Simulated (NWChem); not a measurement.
System: BO, doublet; SMILES O=[B]

All runs: NWChem. Spin-unrestricted. The geometry was optimised at PBE-D3(BJ)/def2-SVP, spin-unrestricted. No stability test was run on the SCF state.

Problem. Taking B3LYP/cc-pVQZ as the yardstick, which of these has the fewest basis functions while keeping “dipole (D)” within 0.2 D of it: B3LYP/aug-cc-pVTZ; B3LYP/cc-pVTZ; B3LYP/aug-cc-pVDZ; B3LYP/cc-pVDZ?

Solution. B3LYP/aug-cc-pVDZ.
```tsv
level	basis functions	dipole (D)	relative time (rough)
B3LYP/cc-pVDZ	28	2.07	1
B3LYP/aug-cc-pVDZ	46	2.43	2
B3LYP/cc-pVTZ	60	2.34	3
B3LYP/aug-cc-pVTZ	92	2.45	8
B3LYP/cc-pVQZ	110	2.42	10
```

The yardstick is one finite set, not the basis-set limit.
